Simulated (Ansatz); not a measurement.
Calculated with Ansatz (gas phase, PBE0-D4/def2-TZVP geometries, no zero-point term in ΔE). CCSD(T)/CBS adds triple-zeta CCSD(T) − MP2 to the extrapolated MP2 energy (def2 sets, frozen cores). This one scheme is used for every species. DFT in def2-TZVPP. For Ga outer-core shells are correlated without core-valence functions, which leaves a few kJ/mol of doubt a bond. Scalar relativity is left out up to krypton. Each species was taken in one conformer, which may not be the lowest.

Reaction (formal hydrolysis of a Ga–F bond): `[F][Ga]([F])[Cl]` + H₂O → `[OH][Ga]([F])[Cl]` + H–F

| level | ΔE (kJ/mol) |
| --- | --- |
| r2SCAN0-D4 | 18.9 |
| MP2/def2-QZVPP | 13.4 |

**Question.** What does CCSD(T)/CBS give? (Estimate.)

**Answer.** Computed: +14.2 kJ/mol. The listed levels differ from it by 4.7, -0.8 kJ/mol.

Largest T1 diagnostic among the species: 0.014.

At CCSD(T), def2-SVP lies +9.8 kJ/mol from the extrapolated value and def2-TZVPP +1.6 kJ/mol. In def2-TZVPP, CCSD(T) changes the Hartree–Fock value by −11.5 kJ/mol (the triples alone add −1.4 kJ/mol) and MP2 by −13.6 kJ/mol.
